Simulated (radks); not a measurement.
Isoelectronic series with 40 electrons, each ion in its NIST ground configuration. Method: scalar-relativistic Kohn-Sham, LDA (Slater exchange, Perdew-Wang correlation), spin-unpolarised, spherical densities, finite nucleus; Fermi nuclear charge, rms radius of each element as measured or else 0.836 A^(1/3) + 0.57 fm; computed with a radial shooting solver on a logarithmic mesh with Libxc functionals. Total energies (hartree) and orbital eigenvalues (eV):

| ion | configuration | E (hartree) | 4d | 4p |
|---|---|---|---|---|
| Zr | [Kr] 4d2 5s2 | -3594.55607 | -3.7350 | -32.5055 |
| Nb+ | [Kr] 4d4 | -3815.24381 | -9.5470 | -41.1378 |
| Mo2+ | [Kr] 4d4 | -4043.52173 | -21.0575 | -56.8990 |
| Tc3+ | [Kr] 4d4 | -4279.26330 | -35.3659 | -75.4959 |
| Ru4+ | [Kr] 4d4 | -4522.46964 | -52.0763 | -96.4924 |
| Rh5+ | [Kr] 4d4 | -4773.16094 | -70.9824 | -119.6788 |
| Pd6+ | [Kr] 4d4 | -5031.35800 | -91.9632 | -144.9389 |
| Ag7+ | [Kr] 4d4 | -5297.09039 | -114.9400 | -172.2013 |
| Cd8+ | [Kr] 4d4 | -5570.38600 | -139.8588 | -201.4187 |
| In9+ | [Kr] 4d4 | -5851.28400 | -166.6802 | -232.5584 |
| Sn10+ | [Kr] 4d4 | -6139.81647 | -195.3747 | -265.5968 |
| Sb11+ | [Kr] 4d4 | -6436.02416 | -225.9194 | -300.5169 |
| Te12+ | [Kr] 4d4 | -6739.94466 | -258.2963 | -337.3061 |
| I13+ | [Kr] 4d4 | -7051.62772 | -292.4911 | -375.9552 |
| Xe14+ | [Kr] 4d4 | -7371.11133 | -328.4921 | -416.4574 |
| Cs15+ | [Kr] 4d4 | -7698.4463 | -366.2900 | -458.8080 |
| Ba16+ | [Kr] 4d4 | -8033.6777 | -405.8768 | -503.0041 |
| La17+ | [Kr] 4d4 | -8376.8597 | -447.2463 | -549.0438 |
| Ce18+ | [Kr] 4d4 | -8728.0420 | -490.3931 | -596.9264 |
| Pr19+ | [Kr] 4d4 | -9087.2808 | -535.3129 | -646.6522 |
